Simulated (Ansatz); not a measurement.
`C#[C][In]([SiH3])[Cl]`. Charge 0, multiplicity 1. Correlated methods include outer-core shells of In, which these sets cover unevenly. In: def2 effective core potential.

```xyz
9

C    -0.233    0.795    3.135
C    -0.076    0.797    1.936
In    0.177    0.717   -0.129
Si   -0.055   -1.197   -1.796
Cl    0.815    2.798   -0.993
H    -0.367    0.806    4.193
H    -0.334   -0.652   -3.147
H    -1.152   -2.109   -1.381
H     1.225   -1.954   -1.819
```

Problem. Give the diagnostics of a CCSD(T)/def2-TZVPP run (frozen core, Ansatz 0.2.0). (Estimate.)

Solution. Computed: T1 = 0.0137, largest single amplitude 0.024, largest double 0.033, (T) share of the correlation energy 4.1 %, 9 CCSD cycles. The RHF solution is stable towards an unrestricted one. T1 lies under the customary mark of 0.02 for closed shells.
